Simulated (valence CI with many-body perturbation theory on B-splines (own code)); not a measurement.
**Forbidden lines of Tl⁶⁶⁺**

Calculated by configuration interaction combined with many-body perturbation theory (CI+MBPT): five valence electrons over a frozen Dirac-Fock core [Ne], radial functions for each j: 11 s, 11 p, 10 d, 8 f, 5 g, 2 h, with the one-electron correlation potential Σ1, the two-electron term Σ2, the three-electron term Σ3, Breit, model QED; selected CI, second order for the rest, scaled by the run's own slope (own B-spline code, finite nucleus).

The last digits are not significant, and no measured levels were compared; by estimate large intervals hold to a few tenths of a per cent, small ones and those within an open d or f shell to about a per cent. Among the levels kept, up to 3300 cm⁻¹ of a level comes from second order outside the variational space, and about a tenth of that is noise between levels of different J, which matters for small intervals.

Lines 1 to 25 of 25 in falling wavelength, among levels below 136.77 Ry, chosen from the decays that carry over 1 % of a level's rate. Wavelengths and rates use the calculated energies. Electric multipoles are in the length gauge, E1 and E2 with the static RPA response of the core. S is in atomic units (e²a₀⁴ for E2 and M2, e²a₀⁶ for E3), for M1 in squared Bohr magnetons. Weak lines are less certain than strong ones. Lines between different terms over intervals too small for the method are left out, as are lines whose strength nearly cancels.

Levels are named by their leading jj configuration (3d3/2^4 stands for four electrons in 3d with j = 3/2), which in mixed levels can hold well under half, so a name can repeat and another be missing. Letters in brackets count levels of one name in rising energy.

| λ vac (Å) | Upper | Lower | Type | A (s⁻¹) | S (a.u.) |
| --- | --- | --- | --- | --- | --- |
| 99.52 | (3s^2 3p1/2 3p3/2 3d5/2) J=9/2 | (3s^2 3p1/2 3p3/2 3d3/2) J=7/2 | M1 | 1.12e+07 | 4.07e+00 |
| 24.28 | (3s^2 3p3/2^2 3d5/2) J=7/2 | (3s^2 3p1/2 3p3/2 3d5/2) J=7/2 [b] | M1 | 1.34e+08 | 5.70e-01 |
| 24.19 | (3s^2 3p3/2^2 3d5/2) J=9/2 | (3s^2 3p1/2 3p3/2 3d5/2) J=7/2 [b] | M1 | 4.05e+08 | 2.12e+00 |
| 24.03 | (3s^2 3p1/2 3p3/2 3d5/2) J=7/2 [a] | (3s^2 3p1/2^2 3d5/2) J=5/2 | M1 | 8.36e+08 | 3.44e+00 |
| 23.38 | (3s^2 3p1/2 3p3/2 3d5/2) J=9/2 | (3s^2 3p1/2^2 3d5/2) J=5/2 | E2 | 2.07e+07 | 1.29e-03 |
| 23.34 | (3s^2 3p1/2 3p3/2 3d3/2) J=5/2 [a] | (3s^2 3p1/2^2 3d3/2) J=3/2 | M1 | 4.55e+08 | 1.29e+00 |
| 23.23 | (3s^2 3p3/2^2 3d5/2) J=7/2 | (3s^2 3p1/2 3p3/2 3d5/2) J=5/2 [a] | M1 | 7.05e+08 | 2.62e+00 |
| 23.20 | (3s^2 3p1/2 3p3/2^2) J=3/2 | (3s^2 3p1/2^2 3p3/2) J=3/2 | M1 | 1.43e+09 | 2.65e+00 |
| 23.17 | (3s^2 3p1/2 3p3/2 3d3/2) J=1/2 [a] | (3s^2 3p1/2^2 3d3/2) J=3/2 | M1 | 9.18e+08 | 8.47e-01 |
| 23.11 | (3s^2 3p3/2^2 3d5/2) J=5/2 [a] | (3s^2 3p1/2 3p3/2 3d5/2) J=3/2 [b] | M1 | 5.24e+08 | 1.44e+00 |
| 23.10 | (3s^2 3p3/2^3) J=3/2 | (3s^2 3p1/2 3p3/2^2) J=1/2 | M1 | 3.57e+08 | 6.53e-01 |
| 23.03 | (3s^2 3p3/2^2 3d5/2) J=7/2 | (3s^2 3p1/2 3p3/2 3d5/2) J=9/2 | M1 | 1.70e+08 | 6.15e-01 |
| 22.95 | (3s^2 3p3/2^2 3d5/2) J=9/2 | (3s^2 3p1/2 3p3/2 3d5/2) J=9/2 | M1 | 6.03e+08 | 2.70e+00 |
| 22.76 | (3s^2 3p1/2 3p3/2 3d3/2) J=7/2 | (3s^2 3p1/2^2 3d3/2) J=3/2 | E2 | 2.52e+07 | 1.10e-03 |
| 22.65 | (3s^2 3p1/2 3p3/2^2) J=5/2 | (3s^2 3p1/2^2 3p3/2) J=3/2 | M1 | 2.43e+08 | 6.28e-01 |
| 22.65 | (3s^2 3p1/2 3p3/2^2) J=5/2 | (3s^2 3p1/2^2 3p3/2) J=3/2 | E2 | 4.36e+07 | 1.39e-03 |
| 22.44 | (3s^2 3p3/2^2 3d5/2) J=7/2 | (3s^2 3p1/2 3p3/2 3d5/2) J=7/2 [a] | M1 | 4.66e+08 | 1.56e+00 |
| 22.38 | (3s^2 3p3/2^3) J=3/2 | (3s^2 3p1/2 3p3/2^2) J=5/2 | M1 | 3.89e+08 | 6.46e-01 |
| 22.36 | (3s^2 3p3/2^2 3d5/2) J=9/2 | (3s^2 3p1/2 3p3/2 3d5/2) J=7/2 [a] | M1 | 4.78e+08 | 1.98e+00 |
| 21.95 | (3s^2 3p1/2 3p3/2^2) J=1/2 | (3s^2 3p1/2^2 3p3/2) J=3/2 | M1 | 7.94e+08 | 6.23e-01 |
| 21.95 | (3s^2 3p1/2 3p3/2^2) J=1/2 | (3s^2 3p1/2^2 3p3/2) J=3/2 | E2 | 3.62e+07 | 3.30e-04 |
| 21.87 | (3s^2 3p3/2^3) J=3/2 | (3s^2 3p1/2 3p3/2^2) J=3/2 | M1 | 1.58e+09 | 2.45e+00 |
| 21.77 | (3s^2 3p3/2^2 3d5/2) J=5/2 [a] | (3s^2 3p1/2 3p3/2 3d5/2) J=5/2 [a] | M1 | 1.09e+08 | 2.51e-01 |
| 21.63 | (3s^2 3p3/2^2 3d5/2) J=5/2 [a] | (3s^2 3p1/2 3p3/2 3d5/2) J=3/2 [a] | M1 | 1.44e+08 | 3.24e-01 |
| 21.08 | (3s^2 3p3/2^2 3d5/2) J=5/2 [a] | (3s^2 3p1/2 3p3/2 3d5/2) J=7/2 [a] | M1 | 8.59e+08 | 1.79e+00 |
